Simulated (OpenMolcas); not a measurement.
Levels of Pd+ by method

```json
{"Program": "OpenMolcas 26.06", "Basis": "ANO-R1 [6s4p3d1f]", "Scalar Hamiltonian": "X2C, finite nucleus", "Active space": "9 electrons in 6 orbitals (4d 5s)", "State averaging": "2S+1 = 4 even, 10 roots; 2S+1 = 2 even, 29 roots", "Spin-orbit coupling": "state interaction with AMFI integrals over the reference wave functions, term energies averaged over their components"}
```

Methods on the same reference wave functions:
A. CASSCF
B. SS-CASPT2, IPEA 0.25 Eh, imaginary shift 0.1 Eh (closed shells correlated: 4s 4p)
C. MS-CASPT2, IPEA 0.25 Eh, imaginary shift 0.1 Eh (closed shells correlated: 4s 4p)

Energies in cm⁻¹ above 4d⁹ ²D_5/2, the measured ground level; measured values from NIST Handbook of Basic Atomic Spectroscopic Data.

| Level | A | B | C | Measured |
| --- | --- | --- | --- | --- |
| 4d⁹ ²D_5/2 | 0.0 | 0.0 | 0.0 | 0.0 |
| 4d⁹ ²D_3/2 | 3718 | 3720 | 3740 | 3539 |
| 4d⁸ 5s ⁴F_9/2 | 15327 | 25050 | 25100 | 25084 |
| 4d⁸ 5s ⁴F_7/2 | 17400 | 27030 | 27080 | 27097 |
| 4d⁸ 5s ⁴F_5/2 | 19202 | 28860 | 28910 | 28929 |
| 4d⁸ 5s ⁴F_3/2 | 20318 | 29870 | 29920 | 29948 |
| 4d⁸ 5s ²F_7/2 | 24088 | 32200 | 32250 | 32281 |
| 4d⁸ 5s ²F_5/2 [70 %] | 26799 | 34490 | 34550 | 34425 |
| 4d⁸ 5s ⁴P_5/2 [58 %] | 29769 | 37310 | 37370 |  |
| 4d⁸ 5s ⁴P_1/2 | 32810 | 40520 | 40570 |  |
| 4d⁸ 5s ²D_5/2 [58 %] | 34501 | 41310 | 41400 |  |
| 4d⁸ 5s ²P_3/2 | 38798 | 44940 | 44990 |  |
| 4d⁸ 5s ²G_9/2 | 38811 | 45880 | 45930 |  |
| 4d⁸ 5s ²G_7/2 | 38850 | 45920 | 45970 |  |
| 4d⁸ 5s ²P_1/2 | 39643 | 45760 | 45810 |  |

Deviations, from unrounded energies. A percentage is the sum of absolute deviations over the sum of measured energies, with the sign that they share, or ± where signs differ.

```
                  Against measurement  Levels      A     B     C
       mean absolute deviation (cm-1)       7   7800    82    62
fine structure of the ground term (%)       1   +5.0  +5.1  +5.7
             other configurations (%)       6  -30.7  ±0.2  ±0.1
```

C lies closest to measurement on these levels and A furthest from it. The largest miss of C in the table is 4d⁹ ²D_3/2, by +200 cm-1. The ranking rests on the paired levels alone, and a cruder setting can come out closer through cancelling errors.

Between B and C the level of the table that moves most is 4d⁸ 5s ²D_5/2 [58 %], by 87 cm-1 (lowest in B, highest in C). Moves below CASPT2's spread within the term are not significant.

The mean deviations of B to C differ by less than CASPT2's widest spread within a term (940 cm-1), so their order carries little weight.

The lowest spin-free term lies below A's lowest term by 0.439 hartree in B, 0.439 hartree in C.

Term energies are means over components that CASPT2 splits; among the terms shown or strongly mixed into the levels shown the widest spread is 940 cm-1 (4d⁸ 5s ²G, C). A single d shell beside an s shell can misplace configurations of different d count against each other. Without dynamic correlation excited terms often stand tens of per cent too high (terms of higher spin than the ground term too low), and those without a measured partner can miss by more than the paired ones (holds for A). Computed and measured levels are paired by configuration, term and J; levels that our copy of the source lacks, or whose pairing is in doubt (as where it misses far off the trend of its configuration), stay unpaired and out of the deviations. Only configurations of the active space appear. Levels that lie high or do not pair safely by name in every column are left out.

A share in square brackets marks a mixed level and gives the weight of the term that names it, the lowest over the columns.
